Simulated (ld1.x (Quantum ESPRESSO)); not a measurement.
## samarium (Sm), TM semilocal: configuration errors across variants

```json
{"Element": "Sm (Z = 62)", "Generator": "ld1.x (Quantum ESPRESSO) 7.5", "Type": "norm-conserving Troullier–Martins (semilocal form)", "Functional": "PBE", "Relativity": "scalar-relativistic", "Frozen core": "[Xe]", "Valence charge": "8", "Reference configuration": "4f6 5d1 6s1 6p0", "Partial waves": "6p (bound, empty): rc 4.20 bohr; 5d (bound): rc 3.65 bohr; 4f (bound): rc 1.20 bohr; 6s (bound): rc 2.95 bohr", "Local potential": "the s channel", "Core correction": "a·sin(br)/r model core, default radius (core density twice the valence density)"}
```

All-electron excitation energies from the reference (eV): (1) 4f6 5d0 6s2 6p0 -2.007; (2) 4f6 5d0 6s1 6p0 3.939; (3) 4f6 5d0 6s0 6p0 15.028; (4) 4f6 5d1 6s0 6p0 5.345; (5) 4f6 5d0 6s0 6p2 3.001; (6) 4f5 5d1 6s1 6p0 7.397; (7) 4f6 5d0.5 6s1.5 6p0 -1.028.

A semilocal file is local in each channel, so a ghost entry of none says nothing of the separable form that plane-wave codes build from it.

Errors AE − PS in meV (a dash: test not solved or not reliable):

| change | (1) | (2) | (3) | (4) | (5) | (6) | (7) | bound ghosts |
| --- | --- | --- | --- | --- | --- | --- | --- | --- |
| base | -5.5 | -10 | -80 | -7.5 | -66 | -751 | -0.8 | none |
| wave 5d (bound): rc 3.65 bohr becomes 5d (bound): rc 2.40 bohr | -11 | -16 | -89 | -7.3 | -74 | -694 | -2.0 | none |
| wave 5d (bound): rc 3.65 bohr becomes 5d (bound): rc 2.74 bohr | -11 | -16 | -89 | -7.2 | -74 | -694 | -2.0 | none |
| wave 5d (bound): rc 3.65 bohr becomes 5d (bound): rc 3.58 bohr | -6.7 | -12 | -82 | -7.3 | -68 | -741 | -1.1 | none |
| wave 5d (bound): rc 3.65 bohr becomes 5d (bound): rc 3.82 bohr | -2.7 | -6.9 | -75 | -8.0 | -61 | -772 | -0.3 | none |
| wave 5d (bound): rc 3.65 bohr becomes 5d (bound): rc 4.34 bohr | +8.3 | +8.1 | -48 | -11 | -38 | -841 | +2.0 | none |
| wave 5d (bound): rc 3.65 bohr becomes 5d (bound): rc 4.80 bohr | +21 | +30 | -5.7 | -17 | -5.1 | -916 | +4.7 | none |
| wave 5d (bound): rc 3.65 bohr becomes 5d (bound): rc 5.02 bohr | +29 | +45 | +25 | -21 | +18 | -958 | +6.3 | none |
| wave 5d (bound): rc 3.65 bohr becomes 5d (bound): rc 5.56 bohr | +45 | +86 | +112 | -33 | +77 | -1047 | +9.8 | none |

Question: Give the same row for: wave 5d (bound): rc 3.65 bohr becomes 5d (bound): rc 3.18 bohr.

Answer: -10, -16, -88, -7.2, -73, -708, -1.8; bound ghosts: none.
